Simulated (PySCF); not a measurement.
# Telling isomers of C6H6O3 apart by NMR

Theoretical values (PySCF): shielding tensors at PBE0/pcSseg-1 (GIAO), geometry: GFN2-xTB. Relativity neglected, in vacuum, fast rotation and ring inversion assumed for equivalent nuclei, a single conformation.

References, each an isolated molecule treated in the same way: 1H (σref 31.72), 13C (σref 186.93) vs TMS. Where no couplings were computed, multiplicities follow the n + 1 count of equivalent neighbours, and m marks all less simple cases (inequivalent or close neighbours, rings, F or P nearby). Shifts are as computed. Against solution values, carbons near 30 ppm lie about +3 ppm off and those near 130 ppm about +5 ppm. Of 1211 compounds with measured shifts, 218 miss one by over three times the rms of a fit or turn the order of signals round; such compounds aren't used in these exercises.

(1) Tabulate the signals of `C[C@H]1OC(=O)C=CC1=O`, `CC(=O)Oc1ccco1`, `O=CCC(=O)OC1=CC1` and their relative energies.

(2) What is the quickest way to tell C[C@H]1OC(=O)C=CC1=O from O=CCC(=O)OC1=CC1?

(3) What is the quickest way to tell CC(=O)Oc1ccco1 from O=CCC(=O)OC1=CC1?

(4) What is the quickest way to tell C[C@H]1OC(=O)C=CC1=O from CC(=O)Oc1ccco1?

Answers

(1) 
```json
{"SMILES": "C[C@H]1OC(=O)C=CC1=O", "carbon types": "2×C 3×CH 1×CH3", "δC": "202.0, 163.6, 144.3, 143.2, 84.4, 26.3", "δH": "6.92 (d, 1H), 6.71 (d, 1H), 5.01 (m, 1H), 1.62 (d, 3H)", "E rel. (kcal/mol)": "0.0"}
{"SMILES": "CC(=O)Oc1ccco1", "carbon types": "2×C 3×CH 1×CH3", "δC": "169.8, 160.3, 136.6, 118.1, 99.8, 23.8", "δH": "7.06 (m, 1H), 6.99 (m, 1H), 6.65 (m, 1H), 2.30 (s, 3H)", "E rel. (kcal/mol)": "2.7"}
{"SMILES": "O=CCC(=O)OC1=CC1", "carbon types": "2×C 2×CH 2×CH2", "δC": "198.4, 168.8, 139.8, 87.1, 57.1, 14.9", "δH": "9.91 (t, 1H), 5.84 (t, 1H), 3.59 (d, 2H), 1.73 (m, 2H)", "E rel. (kcal/mol)": "61.3"}
```

Energies are electronic energies at PBE0/pcSseg-1 on these geometries, without zero-point or thermal terms, each for the one conformer computed, which needn't be the lowest.

(2) Both give the same number of carbon signals, but DEPT or the intensities differ. The first has a methyl carbon (CH3) at 26.3 ppm, the second an sp3 CH2 α to a carbonyl at 57.1 ppm. Their most deshielded carbons lie at 202.0 and 198.4 ppm. In the proton spectra the most deshielded non-exchanging signals are 6.92 (d, 1H) and 9.91 (t, 1H).

(3) Both give the same number of carbon signals, but DEPT or the intensities differ. The first has a methyl carbon α to a carbonyl (CH3) at 23.8 ppm, the second an aldehyde carbonyl carbon (CH) at 198.4 ppm. Their most deshielded carbons lie at 169.8 and 198.4 ppm. In the proton spectra the most deshielded non-exchanging signals are 7.06 (m, 1H) and 9.91 (t, 1H).

(4) Both give the same number of carbon signals, with the same numbers of each carbon type, so the positions decide. The first has a ketone carbonyl carbon (C) at 202.0 ppm, the second an aromatic CH at 118.1 ppm. Their most deshielded carbons lie at 202.0 and 169.8 ppm.
